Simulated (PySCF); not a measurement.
AsH2: from structure and modes to constants

All numbers come from PySCF, UPBE0, basis As def2-TZVP, H def2-TZVP (no relativity, density fitting).

The doublet minimum has C2v symmetry. Masses (u): As 74.92160, H 1.00782.

```xyz
3
charge 0 multiplicity 2, angstrom
As    0.0000    0.0000   -0.0281
H     1.0860    0.0000    1.0446
H    -1.0860    0.0000    1.0446
```

Harmonic wavenumbers (cm⁻¹): 1004.6 (a1, ×1), 2196.2 (a1, ×1), 2208.6 (b2, ×1).

Question: Find the principal moments of inertia and the rotational constants. What kind of rotor is it?

Answer: About the centre of mass I = 2.2585, 2.3773, 4.6357 u Å². With B = 16.8576/I this gives 7.464, 7.091, 3.636 cm⁻¹. The molecule is an asymmetric top with κ = 0.81.

Question: What is the harmonic zero-point energy?

Answer: Half the sum of all 3 wavenumbers, 5409/2 = 2705 cm⁻¹, which is 32.4 kJ/mol (1 cm⁻¹ = 0.0119627 kJ/mol).

Question: Find the vibrational entropy and heat capacity at 298.15 K.

Answer: With u = 1.43878 ω/T, each mode gives S = R[u/(eᵘ−1) − ln(1−e⁻ᵘ)] and C = R u² eᵘ/(eᵘ−1)².
| ω (cm⁻¹) | u | S (J/(mol K)) | C (J/(mol K)) |
| --- | --- | --- | --- |
| 1004.6 | 4.848 | 0.38 | 1.56 |
| 2196.2 | 10.598 | 0.00 | 0.02 |
| 2208.6 | 10.658 | 0.00 | 0.02 |
The sums over all modes are S = 0.4 and C = 1.6 J/(mol K); the softest mode gives 99 % of the entropy.

Question: Give the standard entropy (298.15 K, 1 bar) by its translational, rotational, vibrational and spin parts, and Cp.

Answer: Sackur–Tetrode with M = 76.94 u gives 163.0; rotation with symmetry number 2 gives 56.1; vibration 0.4; spin R ln 2 = 5.8. The total is 225.3 J/(mol K), and Cp = 4 R + 1.6 = 34.9 J/(mol K).

Other isomers or separated fragments may lie lower.
